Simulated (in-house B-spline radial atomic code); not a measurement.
Atomic self-consistent-field run: Ni²⁺ (an excited or competing configuration). Computed with an all-electron radial atomic-structure program (B-spline basis): scalar-relativistic (X2C) HSE06, spin-polarised, spherical fractional occupations, Fermi nucleus of rms radius 3.7757 fm.

Command:
```bash
python run_scf.py task.json out
```
Settings (nuclear radius in fm, mass in u):
```
Z                28
configuration    [Ne] 3s2 3p5 3d9
hamiltonian      x2c
method           hse06
spin_polarised   True
nucleus          fermi
rms_radius       3.7757
atomic_mass      57.93534
speed_of_light   137.035999084
```

Output (hartree, bohr):
```
 radial grid: 69 intervals, B-splines of order 8, outer radius 25.5556 bohr

 iter        energy (Eh)    residual
    1       -1504.094946    4.45e-01
    2       -1505.826876    7.13e-01
    3       -1516.654212    8.05e-02
    4       -1516.859335    3.72e-02
    5       -1516.869854    1.83e-02
    6       -1516.874928    1.08e-02
    7       -1516.878779    1.67e-04
    8       -1516.878780    8.15e-05
    9       -1516.878780    7.54e-06
   10       -1516.878780    1.06e-07

 total energy                     -1516.87878
 kinetic                            1541.1419
 electron-nucleus                  -3625.2880
 Hartree                             629.9964
 exact exchange                      -14.8302
 exchange-correlation                -47.8989

 orbital      occ     eigenvalue          <r>       <r^2>       <1/r>       r_max
 1s up      1.000      -304.2942    0.0537362  0.00389664     28.5353     0.03501
 1s down    1.000      -304.2693    0.0537327  0.00389609     28.5368     0.03501
 2s up      1.000       -37.5177     0.244296   0.0705117     6.15074      0.2042
 2s down    1.000       -37.4716     0.244123   0.0703898     6.15371      0.2042
 2p up      3.000       -32.3684     0.215016   0.0567637     5.96737      0.1646
 2p down    3.000       -32.3138     0.214921   0.0566937     5.96847      0.1647
 3s up      1.000        -5.1472     0.737785     0.62818     1.93147      0.6391
 3s down    1.000        -4.9756     0.741308    0.634782       1.921      0.6401
 3p up      3.000        -3.6324     0.774348    0.706407     1.77669      0.6469
 3p down    2.000        -3.4184     0.782553    0.723062     1.75903      0.6494
 3d up      5.000        -1.2113     0.934917     1.12646     1.41499      0.6289
 3d down    4.000        -1.0644     0.980046     1.25609     1.37152      0.6365
```

Run time, properties included: 0.38 s on 1 thread of Arm Neoverse V2, on a shared host.

Caution: exact exchange at fractional occupations of open shells leaves self-interaction of up to several eV.

One-electron X2C: radii and densities carry no picture-change correction, so inner-shell <1/r> comes out high (for 1s by about 2 % at Z = 33, 5 % at 54, 10 % at 75, 30 % at 118) and <r> low.
